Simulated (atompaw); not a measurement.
strontium (Sr) PAW (atompaw): all-electron and pseudo phase curves

* Element: Sr
* Generator: atompaw 4.2.0.5
* Type: PAW
* Functional: PBEsol
* Relativity: scalar-relativistic
* Frozen core: [Kr]
* Valence charge: 2
* Reference configuration: 4d0 5s2 5p0
* Partial waves: 5s (bound): rc 2.95 bohr; 5s channel at 0.8 Ry: rc 3.00 bohr; 5p (bound, empty): rc 3.00 bohr; 5p channel at 0.8 Ry: rc 3.00 bohr; 4d (bound, empty): rc 2.95 bohr; 4d channel at 0.7 Ry: rc 3.00 bohr
* Local potential: bessel scheme, radius 2.65 bohr
* Core correction: smooth core density matched at 1.55 bohr
* Augmentation charge: sinc compensation charge, radius 2.30 bohr; PAW radius 3.00 bohr; waves and projectors: custom rrkj vanderbiltortho

The phase is arctan(r·u′/u) with u = r·R(r), unwrapped; energies in Ry, scanned from -2 to 5 Ry. A pole is an energy at which the radial function vanishes at the test radius. The pseudo phase is shifted by a multiple of π to meet the all-electron one at the reference energy, and phase errors are pseudo minus all-electron; the curves can meet again beyond the range given. Levels narrower than the energy grid can be missing from the lists of poles.

```json
{"channel": "s", "radius (bohr)": "3.00", "reference energy (Ry)": "-0.26", "poles, all-electron": "2.32", "poles, pseudo": "-0.78, 2.35", "unbroken range about the reference energy with phases within 0.05 rad": "-0.7 to 4.8", "phase error 1 Ry above the reference energy (rad)": "-0.000"}
{"channel": "p", "radius (bohr)": "3.00", "reference energy (Ry)": "-0.09", "poles, all-electron": "-1.54, 3.34", "poles, pseudo": "3.01", "unbroken range about the reference energy with phases within 0.05 rad": "-1.3 to 3.6", "phase error 1 Ry above the reference energy (rad)": "-0.000"}
{"channel": "d", "radius (bohr)": "3.00", "reference energy (Ry)": "-0.09", "poles, all-electron": "0.60", "poles, pseudo": "0.60", "unbroken range about the reference energy with phases within 0.05 rad": "the whole range", "phase error 1 Ry above the reference energy (rad)": "+0.000"}
```

Note: ghost states, extra bound levels that the all-electron valence spectrum of the same l lacks: p at -34.4 eV, s at -10.8 eV. A true bound ghost makes a file unfit for plane-wave use.

Phases in the p channel:

```json
{"E (Ry)": "-2.00", "all-electron": "1.104", "pseudo": "-1.640"}
{"E (Ry)": "-1.52", "all-electron": "-1.595", "pseudo": "-1.727"}
{"E (Ry)": "-1.04", "all-electron": "-1.778", "pseudo": "-1.794"}
{"E (Ry)": "-0.56", "all-electron": "-1.872", "pseudo": "-1.874"}
{"E (Ry)": "-0.08", "all-electron": "-2.003", "pseudo": "-2.003"}
{"E (Ry)": "0.40", "all-electron": "-2.298", "pseudo": "-2.299"}
{"E (Ry)": "0.88", "all-electron": "-3.227", "pseudo": "-3.227"}
{"E (Ry)": "1.36", "all-electron": "-4.166", "pseudo": "-4.172"}
{"E (Ry)": "1.84", "all-electron": "-4.462", "pseudo": "-4.475"}
{"E (Ry)": "2.32", "all-electron": "-4.587", "pseudo": "-4.606"}
{"E (Ry)": "2.80", "all-electron": "-4.657", "pseudo": "-4.685"}
{"E (Ry)": "3.28", "all-electron": "-4.707", "pseudo": "-4.745"}
{"E (Ry)": "3.76", "all-electron": "-4.748", "pseudo": "-4.802"}
{"E (Ry)": "4.24", "all-electron": "-4.787", "pseudo": "-4.868"}
{"E (Ry)": "4.72", "all-electron": "-4.830", "pseudo": "-4.960"}
```
